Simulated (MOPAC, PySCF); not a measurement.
H4O2Si2, SMILES `O=[SiH]O[SiH3]` (O–Si–O–Si torsion 1°), neutral singlet in the gas phase. 

Z-matrix (Å, degrees):
```
O
Si 1 1.6092
O 2 1.5170 1 127.16
Si 1 1.6681 2 137.08 3 0.63
H 2 1.4727 3 126.12 1 179.99
H 4 1.4792 1 106.40 2 177.08
H 4 1.4800 6 110.40 1 118.65
H 4 1.4802 6 110.46 7 122.81
```
Charge 0, spin multiplicity 1.

All levels are single points at this geometry (r2SCAN-D4/def2-TZVP); Pople sets use spherical d functions. Orbital energies aren't observables, and empty levels follow the basis.

SVWN5/6-31G* in PySCF gives dipole (D) = 3.07.

Estimate the dipole (D) from each of these levels: PBE-D3(BJ)/def2-TZVP in PySCF; r2SCAN-D4/def2-TZVP in PySCF; BP86/6-31G* in PySCF; PM3 in MOPAC; PM6 in MOPAC.


```csv
level,dipole (D)
PBE-D3(BJ)/def2-TZVP in PySCF,3.29
r2SCAN-D4/def2-TZVP in PySCF,3.41
BP86/6-31G* in PySCF,3.04
PM3 in MOPAC,2.63
PM6 in MOPAC,3.38
```
